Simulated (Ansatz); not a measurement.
These are frozen-core CCSD(T)/cc-pVDZ // B3LYP-D3(BJ)/def2-SVP run with Ansatz (a first-principles code) values and carry that method's errors. The restricted HF reference is unstable towards unrestricted orbitals.

Ansatz 0.2 input:
```yaml
crystal:
  periodic: [false, false, false]
  atoms:
    - { symbol: B, position_ang: [-1.225908, -2.178478, 0.544246] }
    - { symbol: C, position_ang: [-0.674089, -0.758546, 0.436524] }
    - { symbol: C, position_ang: [-1.47226, 0.391079, 0.388845] }
    - { symbol: C, position_ang: [-2.924301, 0.450598, 0.431329] }
    - { symbol: C, position_ang: [-3.672428, 1.565641, 0.383607] }
    - { symbol: S, position_ang: [-0.539494, 1.8661, 0.265477] }
    - { symbol: C, position_ang: [0.970908, 0.978395, 0.273526] }
    - { symbol: C, position_ang: [2.257014, 1.524261, 0.197842] }
    - { symbol: C, position_ang: [3.342654, 0.652547, 0.21878] }
    - { symbol: C, position_ang: [3.143327, -0.737423, 0.313668] }
    - { symbol: C, position_ang: [1.861514, -1.271503, 0.388472] }
    - { symbol: C, position_ang: [0.742461, -0.417, 0.369601] }
    - { symbol: H, position_ang: [-0.476955, -3.123502, 0.580221] }
    - { symbol: H, position_ang: [-2.409883, -2.39639, 0.59581] }
    - { symbol: H, position_ang: [-3.414496, -0.522001, 0.509409] }
    - { symbol: H, position_ang: [-4.762462, 1.511025, 0.421987] }
    - { symbol: H, position_ang: [-3.229694, 2.563044, 0.305314] }
    - { symbol: H, position_ang: [2.404781, 2.603623, 0.124478] }
    - { symbol: H, position_ang: [4.357313, 1.053089, 0.16098] }
    - { symbol: H, position_ang: [4.008212, -1.404549, 0.328662] }
    - { symbol: H, position_ang: [1.713811, -2.349996, 0.461998] }
basis:
  gaussian: { orbitals: cc-pVDZ }
correlation:
  method: ccsd_t
```

Output:

```
Functional definition: HF
2033 factors; integrals over basis functions are off by at most 1.2e-3 eV
mean field evaluation 1: about -21929.7094 eV, gradient 4.1e1 eV
mean field evaluation 2: about -21930.2589 eV, gradient 4.1e1 eV
mean field evaluation 4: about -21936.0254 eV, gradient 7.5e0 eV
mean field evaluation 8: about -21936.2181 eV, gradient 4.8e-1 eV
mean field evaluation 16: about -21936.2207 eV, gradient 1.7e-6 eV
mean field -21936.22066661 eV, -806.1412405935 hartree, gradient 1.7e-6 eV, S^2 0.000000; 0 other end points of the search recorded, 0 dependent functions left out; unrestricted orbitals would lower it
16 core orbitals not correlated
reference -21936.22066661 eV, -806.1412405935 hartree; 29, 29 occupied and 172, 172 virtual orbitals, 2033 factors
second order -41.32402492 eV of doubles, -0.00000000 eV of singles
cycle   1  -41.56531772 eV  change   -2.4e-1 eV  update   1.7e-1
cycle   2  -42.85470550 eV  change    -1.3e0 eV  update   5.7e-2
cycle   3  -43.15956983 eV  change   -3.0e-1 eV  update   2.7e-2
cycle   4  -43.16372937 eV  change   -4.2e-3 eV  update   8.7e-3
cycle   5  -43.16298629 eV  change    7.4e-4 eV  update   5.2e-3
cycle   6  -43.16524023 eV  change   -2.3e-3 eV  update   1.9e-3
cycle   7  -43.16411437 eV  change    1.1e-3 eV  update   1.1e-3
cycle   8  -43.16379217 eV  change    3.2e-4 eV  update   5.0e-4
cycle   9  -43.16385585 eV  change   -6.4e-5 eV  update   2.0e-4
cycle  10  -43.16384087 eV  change    1.5e-5 eV  update   7.6e-5
cycle  11  -43.16375613 eV  change    8.5e-5 eV  update   2.6e-5
cycle  12  -43.16379138 eV  change   -3.5e-5 eV  update   1.5e-5
perturbative correction -2.04150199 eV, -0.0750238143 hartree
Total energy: -21981.42595998 eV, -807.8025044837 hartree
```

Cost: around 19 core-minutes (rough).
